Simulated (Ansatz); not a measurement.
Reactions of Cl2F2H3NSi2 (`F[SiH2]N[Si](F)(Cl)Cl`).

Calculated with Ansatz (gas phase, PBE0-D4/def2-TZVP geometries, no zero-point term in ΔE). CCSD(T)/CBS is the MP2 limit (def2-TZVPP, def2-QZVPP) plus CCSD(T) − MP2 in def2-TZVPP, frozen cores. This one scheme is used for every species. One conformer a species, not always the lowest.

Q: Order these by ΔE at CCSD(T)/CBS, lowest first. (Best estimate.)
A. `F[SiH2]N[Si](F)(Cl)Cl` → `F[SiH](F)N[SiH](Cl)Cl`
B. `F[SiH2]N[Si](F)(Cl)Cl` + `O[SiH2]O` → `O[SiH2]O[Si](F)(Cl)Cl` + `N[SiH2]F`
C. `F[SiH2]N[Si](F)(Cl)Cl` + `O[SiH2]S` → `O[SiH2]S[Si](F)(Cl)Cl` + `N[SiH2]F`
D. `F[SiH2]N[Si](F)(Cl)Cl` + `C#C[SiH3]` → `C#C[Si](F)(Cl)Cl` + `F[SiH2]N[SiH3]`

A: B (-0.59 eV), A (-0.13 eV), C (+0.07 eV), D (+0.21 eV).

Largest T1 diagnostic: 0.013, for `C#C[SiH3]`.
